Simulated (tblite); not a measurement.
A tight-binding relaxation on `[SiH3][Si@@H](C)[GeH2][CH](C)C`.

Computed with GFN2-xTB geometry optimisation, gas phase (tblite 0.8.0). Start geometry: from a force field or distance geometry. The input is one job of a driver script: a line of settings, then coordinates in Å.

Command:
```bash
OMP_NUM_THREADS=1 python probes_run.py task.json out
```

Input:
```
{"job": {"kind": "relax", "xc": "GFN2-xTB", "basis": "xTB"}, "charge": 0, "multiplicity": 1}
C     -2.491100     1.033500    -0.691700
C     -2.027700    -0.361300    -0.349100
C     -2.289100    -0.643900     1.110500
Ge    -0.197500    -0.601400    -0.890800
Si     1.365200     0.203300     0.574500
C      2.251600     1.655500    -0.227000
Si     2.932500    -1.380900     0.822300
H     -1.805900     1.750000    -0.196900
H     -2.451800     1.100500    -1.795600
H     -3.525000     1.162200    -0.295100
H     -2.650100    -1.062000    -0.954100
H     -1.743400     0.004900     1.807000
H     -2.187900    -1.713500     1.397500
H     -3.379500    -0.420000     1.269100
H     -0.019100     0.148600    -2.237300
H      0.122800    -2.102900    -1.133200
H      0.851800     0.611400     1.870100
H      1.687800     2.587200    -0.133200
H      3.274400     1.748200     0.236400
H      2.451400     1.437300    -1.299300
H      3.880400    -0.948300     1.870700
H      3.659300    -1.552600    -0.446300
H      2.286100    -2.629000     1.247600
```

Output:
```
step      E/eV     max force
  0    -600.33125    1.736
  1    -600.49548    0.670
  2    -600.57507    0.637
  3    -600.61764    0.541
  4    -600.66956    0.575
  5    -600.70374    0.485
  6    -600.73574    0.448
  7    -600.76120    0.422
  8    -600.78339    0.296
  9    -600.79790    0.279
... (112 lines left out)
122    -600.90559    0.023
123    -600.90570    0.023
124    -600.90582    0.030
125    -600.90594    0.031
126    -600.90606    0.019
127    -600.90615    0.022
128    -600.90627    0.023
129    -600.90638    0.023
130    -600.90645    0.017
131    -600.90648    0.009
```

«max force» is the largest atomic force in eV/Å.

Q: From which step on does the largest force stay under 0.1 eV/Å, and how much energy is left to gain from there?

A: From step 32 (0.074 eV/Å), 29.8 meV above the end.

Main results: energy lowered by 13.3 kcal/mol over 131 steps; largest atomic force 0.009 eV/Å at the end.

Q: Give the final coordinates.

A: 0.390 Å rms from the input after alignment:
```
atom  x, y, z in Å
C1    -2.3440    1.2298   -0.4300
C2    -2.1238   -0.2765   -0.4055
C3    -2.4168   -0.8431    0.9767
Ge4   -0.2452   -0.7188   -0.9477
Si5    1.4421    0.1775    0.4483
C6     2.1797    1.7029   -0.4247
Si7    3.0885   -1.3643    1.0040
H8    -1.6756    1.7224    0.2756
H9    -2.1486    1.6306   -1.4241
H10   -3.3691    1.4792   -0.1557
H11   -2.8112   -0.7396   -1.1208
H12   -1.7414   -0.4148    1.7169
H13   -2.2865   -1.9246    0.9816
H14   -3.4390   -0.6197    1.2826
H15   -0.1217   -0.3327   -2.4118
H16   -0.1859   -2.2338   -1.0407
H17    0.7672    0.7009    1.6562
H18    1.4089    2.4240   -0.6848
H19    2.9061    2.2089    0.2046
H20    2.6824    1.4152   -1.3446
H21    3.9961   -0.8684    2.0419
H22    3.9234   -1.7154   -0.1491
H23    2.5096   -2.6127    1.5071
```

Time: 1.4 s. Hardware: an Arm Neoverse V1 with one thread, shared host with 32 logical CPUs at a one-minute load of 29.
Labels such as C1 count atoms from 1, the log's own numbers from 0.
